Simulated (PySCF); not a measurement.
Isomers of C8H14, one GFN2-xTB conformer each. Single-point energies are computed at PBE0/pcSseg-1 (PySCF, gas phase, no added dispersion term), electronic only.

| SMILES | GFN2-xTB relative energy (kcal/mol) |
| --- | --- |
| C1C[C@@H]2CC[C@H](C1)C2 | 0.0 |
| CC[C@@H]1CC[C@H]2C[C@@H]12 | 25.8 |
| C1CC[C@H]2CC[C@H]2C1 | 16.8 |
| CC[C@H]1C=C(C)CC1 | 24.9 |
| C=C=C(CC)CCC | 61.0 |
| C1CCC2(C1)CCC2 | 17.4 |
| CC(C)C1CC=CC1 | 28.1 |

Conformers: `[CH3:1][CH2:2][C@@H:3]1[CH2:4][CH2:5][C@H:6]2[CH2:7][C@@H:8]12` with C1–C2–C3–C4 -171°, C2–C3–C4–C5 -152°, C3–C4–C5–C6 29°, C4–C5–C6–C7 -83°, C5–C6–C7–C8 96°; `[CH2:1]1[CH2:2][CH2:3][C@H:4]2[CH2:5][CH2:6][C@H:7]2[CH2:8]1` with C8–C1–C2–C3 66°, C1–C2–C3–C4 -51°, C2–C3–C4–C5 -73°, C3–C4–C5–C6 142°; `[CH3:1][CH2:2][C@H:3]1[CH:4]=[C:5]([CH3:6])[CH2:7][CH2:8]1` with C1–C2–C3–C4 72°, C2–C3–C4–C5 134°, C4–C5–C7–C8 -13°, C5–C7–C8–C3 19°, C2–C3–C8–C7 -142°; `[CH2:1]=[C:2]=[C:3]([CH2:4][CH3:5])[CH2:6][CH2:7][CH3:8]` with C2–C3–C4–C5 -7°, C2–C3–C6–C7 -8°, C3–C6–C7–C8 180°; `[CH2:1]1[CH2:2][CH2:3][C:4]2([CH2:5]1)[CH2:6][CH2:7][CH2:8]2` with C5–C1–C2–C3 42°, C1–C2–C3–C4 -35°, C2–C3–C4–C5 15°, C3–C4–C5–C1 11°; `[CH3:1][CH:2]([CH3:3])[CH:4]1[CH2:5][CH:6]=[CH:7][CH2:8]1` with C1–C2–C4–C5 -59°, C2–C4–C5–C6 -144°, C4–C5–C6–C7 13°, C6–C7–C8–C4 -13°, C2–C4–C8–C7 144°.

Task: What does PBE0/pcSseg-1 give for the same structures?

Result: 
```
                    SMILES  PBE0/pcSseg-1 E (Eh)  PBE0/pcSseg-1 (kcal/mol)  GFN2-xTB (kcal/mol)  point group
   C1C[C@@H]2CC[C@H](C1)C2            -312.87007                       0.0                  0.0           Cs
         CC[C@H]1C=C(C)CC1            -312.84612                      15.0                 24.9           C1
      C1CC[C@H]2CC[C@H]2C1            -312.84106                      18.2                 16.8           C1
             CC(C)C1CC=CC1            -312.84000                      18.9                 28.1           Cs
            C1CCC2(C1)CCC2            -312.83357                      22.9                 17.4           C1
CC[C@@H]1CC[C@H]2C[C@@H]12            -312.83140                      24.3                 25.8           C1
              C=C=C(CC)CCC            -312.79646                      46.2                 61.0      near Cs
```

Both levels put the same isomer lowest; measured from each level's own lowest isomer, the values differ by up to 14.8 kcal/mol (C=C=C(CC)CCC: 61.0 against 46.2). As drawn, the highest has cumulated double bonds and a C=C bond outside aromatic rings, which the lowest lacks. Neighbours under 2.5 kcal/mol apart (C1CC[C@H]2CC[C@H]2C1 and CC(C)C1CC=CC1; C1CCC2(C1)CCC2 and CC[C@@H]1CC[C@H]2C[C@@H]12) can change places with a better method, another conformer or zero-point energy.

Task: Which frontier levels, dipoles and rotational constants go with these structures?

Result: 
| SMILES | HOMO (eV, PBE0/pcSseg-1) | LUMO (eV) | dipole (D) | A, B, C (MHz) |
| --- | --- | --- | --- | --- |
| C1C[C@@H]2CC[C@H](C1)C2 | -8.20 | 1.25 | 0.02 | 2763, 2457, 2024 |
| CC[C@H]1C=C(C)CC1 | -6.60 | 0.79 | 0.29 | 3899, 1269, 1019 |
| C1CC[C@H]2CC[C@H]2C1 | -7.85 | 1.36 | 0.15 | 3293, 2029, 1512 |
| CC(C)C1CC=CC1 | -6.88 | 0.73 | 0.22 | 3909, 1445, 1116 |
| C1CCC2(C1)CCC2 | -8.08 | 1.41 | 0.12 | 4216, 1532, 1427 |
| CC[C@@H]1CC[C@H]2C[C@@H]12 | -7.58 | 1.57 | 0.19 | 3666, 1541, 1207 |
| C=C=C(CC)CCC | -6.90 | 0.60 | 0.45 | 3237, 1108, 852.7 |
